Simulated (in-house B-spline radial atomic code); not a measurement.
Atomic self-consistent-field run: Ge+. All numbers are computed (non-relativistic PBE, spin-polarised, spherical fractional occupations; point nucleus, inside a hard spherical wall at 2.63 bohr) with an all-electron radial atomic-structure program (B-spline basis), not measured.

Command:
```bash
python run_scf.py task.json out
```
Settings:
```
Z                32
configuration    [Ar] 3d10 4s2 4p1
hamiltonian      nr
method           pbe,pbe
spin_polarised   True
wall_radius      2.63
```

Output (hartree, bohr):
```
 radial grid: 40 intervals, B-splines of order 8, outer radius 2.63 bohr

 iter        energy (Eh)    residual
    1       -2074.067116    4.01e-01
    2       -2074.510708    8.53e-02
    3       -2074.670963    1.96e-02
    4       -2074.681013    1.12e-02
    5       -2074.680910    6.46e-03
    6       -2074.681626    3.50e-03
    7       -2074.681944    2.17e-05
    8       -2074.681944    3.86e-07
    9       -2074.681944    2.69e-08

 total energy                     -2074.68194
 kinetic                            2081.5778
 electron-nucleus                  -4978.0769
 Hartree                             900.8712
 exchange-correlation                -79.0540

 orbital      occ     eigenvalue          <r>       <r^2>       <1/r>       r_max
 1s up      1.000      -396.7679    0.0478569  0.00306803     31.5032     0.03158
 1s down    1.000      -396.7632    0.0478566  0.00306798     31.5034     0.03158
 2s up      1.000       -48.9363     0.213893   0.0538849     6.91841      0.1795
 2s down    1.000       -48.9343     0.213891   0.0538827     6.91832      0.1795
 2p up      3.000       -43.5405      0.18531   0.0420096     6.88957      0.1427
 2p down    3.000       -43.5363     0.185314   0.0420106     6.88934      0.1427
 3s up      1.000        -5.8275     0.637098    0.468639     2.22577       0.552
 3s down    1.000        -5.8216     0.636875     0.46814     2.22587      0.5521
 3p up      3.000        -4.0458     0.655352    0.506327     2.09966      0.5478
 3p down    3.000        -4.0390     0.654744     0.50505     2.10059      0.5479
 3d up      5.000        -0.9623     0.734243    0.678705     1.77325      0.5049
 3d down    5.000        -0.9513     0.729715    0.669046     1.78013      0.5047
 4s up      1.000        -0.0318      1.52093     2.51732     0.85859        1.55
 4s down    1.000         0.0264      1.51762     2.50823     0.86212       1.543
 4p up      1.000         0.4853      1.55618     2.64386    0.844964       1.628
```

Time taken, with all properties: 0.05 s on 1 thread of Arm Neoverse V2, on a shared host.
